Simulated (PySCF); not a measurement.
A PySCF script (with the pyscf-properties extension) for the NMR shieldings of SMILES CC[C@@H](F)C[C@@H](C)[SiH2]Cl, C₆H₁₄ClFSi, on a GFN2-xTB geometry:

```python
import basis_set_exchange as bse
import numpy as np
from pyscf import gto, dft
from pyscf.prop import nmr

atoms = """
C     3.180241    0.170241    0.955181
C     2.175997   -0.624504    0.128091
C     0.778093   -0.013929    0.186261
F     0.836335    1.266628   -0.354814
C    -0.250166   -0.816419   -0.600390
C    -1.689322   -0.310952   -0.462094
C    -2.257455   -0.602767    0.927810
Si   -1.890580    1.534722   -0.937837
Cl   -3.872540    1.802598   -1.283574
H     4.174520   -0.256951    0.854293
H     2.904590    0.158791    2.007572
H     3.211168    1.202436    0.615812
H     2.120387   -1.650453    0.494825
H     2.496761   -0.649948   -0.915182
H     0.464630    0.125575    1.227314
H    -0.195321   -1.855519   -0.265923
H     0.041068   -0.786093   -1.652777
H    -2.281838   -0.897403   -1.175598
H    -2.170094   -1.663016    1.165024
H    -3.310200   -0.332022    0.966178
H    -1.739259   -0.036994    1.698828
H    -1.190208    1.832683   -2.180838
H    -1.541559    2.430280    0.157793
"""
names = dict.fromkeys(["C", "F", "Si", "Cl", "H"], "pcSseg-1")
basis = {el: gto.basis.parse(bse.get_basis(n, elements=[el], fmt="nwchem")) for el, n in names.items()}
mol = gto.M(atom=atoms, basis=basis, charge=0, verbose=0)
mf = dft.RKS(mol, xc="PBE0")
mf.grids.level = 2
mf.grids.alignment = dft.numint.BLKSIZE   # the property module wants whole blocks of grid points
mf.conv_tol = 1e-9
mf.kernel()

calc = nmr.RKS(mf)   # GIAO
C = mf.mo_coeff
Co = C[:, mf.mo_occ > 0]
resp = mf.gen_response(singlet=True, hermi=2)
def vind(x):   # induced exchange potential for any number of trial vectors
    d = np.einsum("pi,xij,qj->xpq", C, 2 * x.reshape(-1, C.shape[1], Co.shape[1]), Co, optimize=True)
    return np.einsum("xpq,pi,qj->xij", resp(d - d.transpose(0, 2, 1)), C, Co, optimize=True).ravel()
mo1, _ = nmr.rhf.solve_mo1(calc, with_cphf=vind)
sigma = calc.kernel(mo1)
for i, s in enumerate(sigma):   # ppm
    print("%2d %-2s %9.2f" % (i, mol.atom_pure_symbol(i), np.trace(s) / 3))
```

Problem. What does it print?

Solution. 
```
 0 C     174.01
 1 C     152.90
 2 C      92.20
 3 F     386.25
 4 C     142.03
 5 C     161.89
 6 C     170.33
 7 Si    360.11
 8 Cl    995.51
 9 H      30.58
10 H      30.82
11 H      30.19
12 H      30.43
13 H      30.07
14 H      27.27
15 H      30.29
16 H      29.63
17 H      30.42
18 H      30.75
19 H      29.98
20 H      30.54
21 H      26.66
22 H      26.84
```

These numbers come from an equivalent density-fitted implementation of the same equations, which agrees with the script to about 0.01 ppm for H and up to a few tenths of a ppm for heavy atoms, so last digits may differ.

Problem. Turn these shieldings into chemical shifts. δ = σ(ref) − σ, references computed at the same level: TMS for $^{13}$C (σ = 186.93 ppm), $^{29}$Si (σ = 349.16 ppm), $^{1}$H (σ = 31.72 ppm); $^{19}$F (σ = 170.95 ppm) against CFCl3; $^{35}$Cl (σ = 949.78 ppm) against HCl.

Solution. Averaging equivalent atoms: C 2: 94.7; C 4: 44.9; C 1: 34.0; C 5: 25.0; C 6: 16.6; C 0: 12.9; F 3: -215.3; Si 7: -11.0; Cl 8: -46; H 21: 5.06; H 22: 4.87; H 14: 4.44; H 16: 2.08; H 13: 1.65; H 15: 1.42; H 18/19/20: 1.30; H 17: 1.29; H 12: 1.29; H 9/10/11: 1.19 ppm. Unscaled 19F shifts against computed CFCl3 carry errors that often reach 10 to 50 ppm.

Size and cost of the density-fitted run: 237 basis functions, 98 s wall time on 1 thread of an Arm Neoverse N1, shared host; peak memory 1.1 GiB.
